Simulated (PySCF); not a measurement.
## Calculated NMR parameters of CO[SiH2]OCCC#N

```
Formula                               : C4H9NO2Si
SMILES                                : CO[SiH2]OCCC#N
Point group of the computed structure : C1
Degrees of unsaturation               : 2
Carbon signals                        : 4
Proton signals                        : 4
```

Numbering as in the mapped SMILES `[CH3:1][O:2][SiH2:3][O:4][CH2:5][CH2:6][C:7]#[N:8]`. Each H is labelled by its parent atom.

[PySCF 2.14.0 with density-fitted response routines: structure optimised with GFN2-xTB; GIAO PBE0/pcSseg-1 shieldings; single conformer; no relativistic terms; averaged over atoms made equivalent by symmetry, fast rotation or ring inversion; isolated molecule]

References, each an isolated molecule treated in the same way: 1H (σref 31.72) and 13C (σref 186.93) and 29Si (σref 349.16) against TMS; NH3 for 15N (σref 267.73); 17O (σref 336.08) vs H2O.

| carbon | δC, type | δH (multiplicity) | HMBC from (2–3 bonds) | span of the C tensor (ppm) |
| --- | --- | --- | --- | --- |
| C1 | 51.0, CH3 | 3.88 (s) | H(Si3) | 76 |
| C5 | 63.2, CH2 | 4.17 (t) | H(Si3), H(C6) | 71 |
| C6 | 21.1, CH2 | 2.60 (t) | H(C5) | 38 |
| C7 | 121.1, C | – | H(C5), H(C6) | 342 |

Other nuclei:
| atoms | nucleus | environment | δ (ppm) | σ (ppm) |
| --- | --- | --- | --- | --- |
| H(Si3) | 1H | hydrogen on a silicon bonded to 2 O | 4.80 | 26.92 |
| Si3 | 29Si | silicon bonded to 2 O, 2 H | -34.6 | 383.7 |
| N8 | 15N | nitrile nitrogen | 302.0 | -34.3 |
| O4 | 17O | oxygen bonded to C, Si | 52.3 | 283.7 |
| O2 | 17O | oxygen bonded to C, Si | 15.3 | 320.8 |

- Carbon types of the structure: 1 × C, 2 × CH2, 1 × CH3, leaving 2 H on heteroatoms.
- δC 121.1: nitrile carbon; this is the usual window of a C≡N carbon, which has no attached hydrogen.
- δC 63.2: sp3 CH2 bonded to O; pulled downfield by the heteroatom.
- δC 51.0: methyl carbon bonded to O; deshielded by the electronegative neighbour.
- δH 4.17: hydrogen on an sp3 CH2 bonded to O; its carbon carries O, which withdraws density.
- δH 3.88: hydrogen on a methyl carbon bonded to O; its carbon carries O, an electronegative neighbour.

Shifts are as computed. Against solution values, carbons near 30 ppm lie about +3 ppm off and those near 130 ppm about +5 ppm. Of 1211 compounds with measured shifts, 218 miss one by over three times the rms of a fit or turn the order of signals round; such compounds aren't used in these exercises. Experimental scales use liquid or dissolved standards, which lie at an offset from isolated NH3 (liquid NH3: subtract about 20 ppm) and H2O (liquid H2O: subtract about 36 ppm). Unscaled 15N shifts of sp2 nitrogen come out 20 to 40 ppm too high even then. Multiplicities follow the n + 1 count of equivalent neighbours, as no J values were calculated; m marks all less simple cases, F and P coupling included.
